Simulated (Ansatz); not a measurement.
Consider the ligand exchange at the Si–N bond: `[SiH3]N[SiH2][SiH2]Cl` + `[OH][Cd][O][SiH3]` → `[SiH3][O][Cd][O][SiH3]` + `N[SiH2][SiH2]Cl`.

Computed with Ansatz on PBE0-D4/def2-TZVP structures; ΔE is electronic, products minus reactants. CCSD(T)/CBS adds triple-zeta CCSD(T) − MP2 to the extrapolated MP2 energy (def2 sets, frozen cores). DFT in def2-TZVPP. B3LYP here is the variant with VWN-RPA as its local correlation; programs differ in this. HSE06 is defined as in plane-wave codes. Elements past krypton have def2 core potentials. For Cd outer-core shells are correlated without core-valence functions, which leaves a few kJ/mol of doubt a bond. Each species was taken in one conformer, which may not be the lowest.

`[SiH3]N[SiH2][SiH2]Cl`:

Z-matrix (Å, degrees):
```
Si
N 1 1.727
H 1 1.489 2 111.7
H 1 1.485 2 106.5 3 -118.9
H 1 1.486 2 112.0 3 120.9
Si 2 1.726 1 128.6 3 119.0
H 2 1.010 1 116.3 3 -60.2
Si 6 2.346 2 110.8 1 30.9
H 6 1.489 2 108.7 1 150.2
H 6 1.494 2 113.8 1 -90.7
Cl 8 2.067 6 108.6 2 44.9
H 8 1.487 6 110.2 2 162.8
H 8 1.484 6 114.0 2 -75.2
```

`[OH][Cd][O][SiH3]`:

Cartesian coordinates in Å:
```
O 0.397 -1.396 -3.141
Cd 0.512 -0.680 -1.328
O 0.812 0.090 0.440
Si -0.128 0.829 1.539
H -0.288 -2.063 -3.229
H -0.720 2.095 1.010
H -1.270 -0.034 1.970
H 0.687 1.159 2.739
```

`[SiH3][O][Cd][O][SiH3]`:

Cartesian coordinates in Å:
```
Si 1.372 -2.405 1.516
O -0.023 -2.026 0.770
Cd -0.641 -0.508 -0.280
O -1.401 0.897 -1.391
Si -1.234 2.515 -1.455
H 1.746 -1.388 2.544
H 2.511 -2.490 0.554
H 1.218 -3.722 2.187
H 0.184 2.918 -1.693
H -1.666 3.169 -0.184
H -2.068 3.041 -2.567
```

`N[SiH2][SiH2]Cl`:

```xyz
10

N    -1.524    0.251    0.798
Si   -0.525   -0.798   -0.127
Si    1.373    0.458   -0.676
Cl    1.960    1.424    1.065
H    -1.106    0.800    1.533
H    -2.467   -0.013    1.032
H    -1.265   -1.207   -1.352
H    -0.075   -2.054    0.549
H     1.108    1.510   -1.689
H     2.521   -0.368   -1.132
```

| level | ΔE (kJ/mol) | difference from CCSD(T)/CBS |
| --- | --- | --- |
| r2SCAN0-D4 | -53.4 | -3.0 |
| BHLYP-D4 | -56.6 | -6.2 |
| B2PLYP | -57.6 | -7.2 |
| PBE0 | -51.9 | -1.5 |
| B3LYP | -58.7 | -8.3 |
| r2SCANh | -53.7 | -3.3 |
| r2SCAN0 | -55.3 | -4.9 |
| HSE06 | -51.7 | -1.3 |
| BHLYP | -64.1 | -13.7 |
| MP2/def2-TZVPP | -53.4 | -3.0 |
| CCSD/def2-TZVPP | -56.9 | -6.5 |
| HF/def2-QZVPP | -74.9 | -24.5 |
| MP2/def2-QZVPP | -51.3 | -0.9 |
| SCS-MP2/def2-QZVPP | -55.3 | -4.9 |
| MP2/CBS(def2) | -49.8 | 0.6 |
| CCSD/CBS(def2) | -53.3 | -2.9 |
| CCSD(T)/CBS | -50.4 | 0 |

Largest T1 diagnostic among the species: 0.016.

Leaving LDA and LC-ωPBE aside and taking each functional with its dispersion term where it has one, the values, not all of them listed here, spread over 18.2 kJ/mol, from B2PLYP to revPBE-D4. LDA lies +6.3 kJ/mol from PBE without D4. The D4 term adds +8.7 kJ/mol with B3LYP and +5.0 kJ/mol with PBE0; it sums over pairs of atoms, weighted by their polarisabilities, and B3LYP, whose exchange is more repulsive, gets the larger term. In def2-TZVPP, CCSD(T) changes the Hartree–Fock value by +21.1 kJ/mol (the triples alone add +2.9 kJ/mol) and MP2 by +21.7 kJ/mol.
